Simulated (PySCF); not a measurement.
Electron correlation in Pd³⁺ (palladium, charge +3)

[Kr] 4d7, high-spin 4F determinant. All numbers are calculated (PySCF 2.14, the spin-free X2C one-electron Hamiltonian (Gaussian nucleus), in ANO-RCC-VTZP). Frozen: [Kr]; 7 electrons correlated.

```json
{"level": "CCSD", "correlation energy (mhartree)": "-157.17"}
{"level": "(T)", "correlation energy (mhartree)": "-2.76"}
{"level": "CCSD(T)", "correlation energy (mhartree)": "-159.93"}
```

Diagnostics: T1 = 0.00090, D1 = 0.0016, largest double amplitude 0.019.

Task: Is a single reference adequate?

Result: Yes, within this model without spin-orbit coupling: T1 lies below 0.03 and no double amplitude reaches 0.07.
